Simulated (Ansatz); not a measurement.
Calculated with Ansatz (gas phase, PBE0-D4/def2-TZVP geometries, no zero-point term in ΔE). CBS: MP2 limit from def2 TZ/QZ plus the TZ coupled-cluster correction, frozen cores. Functionals use def2-TZVPP. B3LYP here is the variant with VWN-RPA as its local correlation; programs differ in this. One conformer a species, not always the lowest.

Consider the redistribution: `[BH2][AlH][CH3]` + `[SiH3]CN[SiH2]Cl` → `[CH3][AlH][NH]C[SiH3]` + `B[SiH2]Cl`.

Q: Is it downhill or uphill in electronic energy at CCSD(T)/CBS, and by how much? (Estimate.)

A: Ansatz gave: Downhill: ΔE = -10.4 kcal/mol.

Q: What do these levels give: PBE0-D4, B3LYP-D4, ωB97M-V, HF/def2-QZVPP, MP2/def2-QZVPP, SCS-MP2/def2-QZVPP? (Best estimate.)

A: Computed: PBE0-D4 -10.3, B3LYP-D4 -10.8, ωB97M-V -10.2, HF/def2-QZVPP -8.8, MP2/def2-QZVPP -10.6, SCS-MP2/def2-QZVPP -10.4 kcal/mol.

Largest T1 diagnostic among the species: 0.012.

In def2-TZVPP, CCSD(T) changes the Hartree–Fock value by −1.7 kcal/mol (the triples alone add −0.3 kcal/mol) and MP2 by −1.9 kcal/mol.
